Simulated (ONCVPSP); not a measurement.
An all-electron radial function and its pseudo partner (magnesium (Mg))

Columns: radius, all-electron u(r) and pseudo u(r) of the 2s shell (level -79.59 eV) of magnesium in the configuration [He] 2s2 2p6 3s2; PBEsol, scalar-relativistic, ONCV scheme, ONCVPSP 4.0.1.

```csv
r (bohr),all-electron,pseudo
0.065,-0.5584,0.2183
0.130,-0.3284,0.4286
0.195,0.1066,0.6230
0.260,0.5213,0.7946
0.325,0.8421,0.9374
0.390,1.0578,1.0473
0.455,1.1813,1.1220
0.520,1.2320,1.1616
0.585,1.2292,1.1679
0.650,1.1898,1.1451
0.715,1.1265,1.0983
0.780,1.0491,1.0337
0.845,0.9646,0.9576
0.910,0.8780,0.8754
0.975,0.7927,0.7920
1.040,0.7110,0.7108
1.105,0.6342,0.6341
1.170,0.5630,0.5629
1.235,0.4979,0.4978
1.300,0.4388,0.4388
1.365,0.3857,0.3856
1.430,0.3381,0.3381
1.495,0.2958,0.2958
1.560,0.2583,0.2583
1.625,0.2252,0.2252
1.690,0.1960,0.1960
```

(1) How many radial nodes do the two functions have?

(2) At about which radius was the pseudo-wave matched?

(3) Where does each function peak?

(4) Is the pseudo-wave norm-conserving?

## Answers

(1) The all-electron 2s function has n − l − 1 = 1; the pseudo-wave has 0, since the states of the same l below it are removed with the core.

(2) 1.25 bohr. The columns agree to 0.0005 from 1.04 bohr on; several derivatives are matched, so the curves merge somewhat inside the radius.

(3) Outermost all-electron maximum near 0.52 bohr, pseudo maximum near 0.58 bohr (to the table’s step).

(4) Yes: the ONCV scheme keeps the norm inside the radius equal to the all-electron one, which fixes the energy derivative of the logarithmic derivative at the level.
